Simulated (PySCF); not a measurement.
**Carbon: a sound run and one with changed settings**

Sound run: C+ [He] 2s2 2p1, C(2+) [He] 2s2. Computed with PySCF 2.14 in jorge-DZP-DKH (4s2p1d, 15 functions), with the spin-free X2C one-electron Hamiltonian (Gaussian nucleus). In the sound run the correlated levels freeze 1s2. The sound run starts from symmetry-adapted Hartree-Fock orbitals and uses a fine grid where one is needed.

Changed run: a valence shell is frozen. This setting is unsound on purpose.

Ionisation energy of C+:

```csv
method,sound run (eV),changed run (eV)
UHF,24.157,24.157
MP2,24.217,24.157
SCS-MP2,24.172,24.157
CCSD,24.036,24.157
CCSD(T),24.053,24.157
CCSDT,n/a,24.157
FCI,n/a,24.157
```

Freezing a valence shell removes pair correlation that changes on ionisation.

For comparison, NIST gives 24.383 eV between the lowest levels.
